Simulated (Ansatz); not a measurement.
Reaction (isomerisation): `[F][GeH2][SiH3]` → `F[SiH2][GeH3]`

Program: Ansatz. Geometries: PBE0-D4/def2-TZVP. ΔE: electronic, gas phase. CCSD(T)/CBS is the MP2 limit (def2-TZVPP, def2-QZVPP) plus CCSD(T) − MP2 in def2-TZVPP, frozen cores. Functionals use def2-TZVPP. For Ge outer-core shells are correlated without core-valence functions, which leaves a few kJ/mol of doubt a bond. Scalar relativity is left out up to krypton.

```tsv
species	CAM-B3LYP energy (Eh)
`[F][GeH2][SiH3]`	-2469.52905
`F[SiH2][GeH3]`	-2469.55547
```

(1) Work out ΔE.

(2) What do rigid-rotor, harmonic-oscillator terms from PBE0-D4/def2-TZVP frequencies (298.15 K, 1 bar) make of the CCSD(T)/CBS value? (Best estimate.)

Largest T1 diagnostic among the species: 0.012.

## Answers

(1) ΔE = (-2469.55547) − (-2469.52905) = -0.02642 Eh = -16.6 kcal/mol. CCSD(T)/CBS gives -17.5 kcal/mol.

(2) Ansatz gave: ΔZPE = +0.2 kcal/mol, ΔH = -17.3 kcal/mol, ΔS = -1 J/(mol·K), ΔG = -17.2 kcal/mol.

From PBE to PBE0 (25 % exact exchange), in def2-TZVPP and without D4, ΔE moves by −0.9 kcal/mol. Leaving LDA and LC-ωPBE aside and taking each functional with its dispersion term where it has one, the values, not all of them listed here, spread over 2.5 kcal/mol, from r2SCAN0-D4 to revPBE-D4. LDA lies −2.1 kcal/mol from PBE without D4.
